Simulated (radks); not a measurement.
Values are calculated unless marked as measured or tabulated.
Question: Species: Er1.5+. Configuration: [Xe] 4f(up 6, down 6) 6s(up 0.25, down 0.25) (fractional occupations, a model configuration). Level of theory: scalar-relativistic Kohn-Sham, PBEsol, spin-polarised, spherical densities, finite nucleus; Fermi nuclear charge, rms radius 5.2516 fm (a radial shooting solver on a logarithmic mesh with Libxc functionals). Some entries of the table are withheld. Estimate them.

orbital  occ.  eigenvalue (eV)  r(max) (bohr)  <1/r> (bohr^-1)
1s          2        -57349.70        0.01287            77.52
2s          2        -9643.871        0.07326            18.05
2p          6        -8533.186        0.05957            16.67
3s          2        -2168.533         0.2073            6.654
3p          6        -1830.565         0.2039            6.218
3d         10        -1406.953         0.1663            5.895
4s          2        -435.6940         0.4739            2.811
4p          6        -324.5135            (1)            2.571
4d         10        -175.5193         0.5118            2.270
5s          2         -62.3276          1.113            1.058
5p          6         -36.8201          1.276           0.8753
4f         12         -13.4971         0.5092            1.646
6s        0.5         -11.8165            (2)           0.3634

Answer: 
(1) 4p r(max) (bohr): 0.4954
(2) 6s r(max) (bohr): 3.045
